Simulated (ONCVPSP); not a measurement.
Before and after: ONCV potential for Zr (Z = 40)

ONCVPSP 4.0.1 input, shortened (lines: element, Z, core and valence counts, functional; n l f; lmax; l rc ep ncon nbas qcut; lloc lpopt rc5 dvloc0; l nproj debl; icmod fcfact rcfact), PBE, scalar-relativistic:

```
  Zr 40.00    6    4        4      upf
    1    0    2.00
    2    0    2.00
    2    1    6.00
    3    0    2.00
    3    1    6.00
    3    2   10.00
    4    0    2.00
    4    1    6.00
    4    2    2.00
    5    0    1.00
    2
    0    1.90    0.00    4    8    5.00
    1    1.75    0.00    5   10    8.20
    2    2.15    0.00    4    8    8.50
    4    5    1.40   -1.00
    0    2    4.00
    1    2    2.10
    2    2    1.30
    0    0.00    0.00
```

Change: s: rc 2.8.

Cutoffs: the cutoffs (Ha) at which the residual kinetic energy of the hardest occupied pseudo-wave falls to 1 and 0.1 mHa per electron; they do not see the model core or the augmentation charge, which bear on the density cutoff. Errors are all-electron minus pseudo energies relative to the spin-unpolarised reference configuration.

Task: Predict the effect on cutoff, ghosts and configuration errors.

Result: The potential gets neither clearly harder nor softer (22 Ha and 27 Ha → 22 Ha and 27 Ha); the p channel sets the loose cutoff, while the largest relative change is in s, which becomes softer; of the 4 tests that both files solve, the error grows in 3 and shrinks in 0 by more than 15 % and 0.3 meV (median size 1.6 → 2.8 meV); neither file shows a bound ghost. More of the atom is replaced by a form fitted at one configuration, so other configurations suffer.

```csv
quantity,base,changed
"cutoff, loose",22 Ha,22 Ha
"cutoff, tight",27 Ha,27 Ha
loose cutoff by channel,"s 10 Ha, p 22 Ha, d 16 Ha","s 5.6 Ha, p 22 Ha, d 16 Ha"
bound ghosts,none,none
GHOST(+) flags under 300 eV,s at 113.0 eV,none
"error for 4s2 4p6 4d2 5s2, meV [ΔE -7.14 eV]",+0.4,+0.2
"error for 4s2 4p6 4d2 5s0, meV [ΔE 12.94 eV]",-2.8,-4.0
"error for 4s2 4p6 4d1 5s0, meV [ΔE 35.57 eV]",0.0,+1.7
"error for 4s2 4p6 4d0 5s0, meV [ΔE 69.78 eV]",+8.0,+20
p: phases at 1.77 bohr within 0.05 rad from the reference energy up to (Ha; the scan ends near 5),to the end of the scan,to the end of the scan
d: phases at 2.19 bohr within 0.05 rad from the reference energy up to (Ha; the scan ends near 5),to the end of the scan,to the end of the scan
```
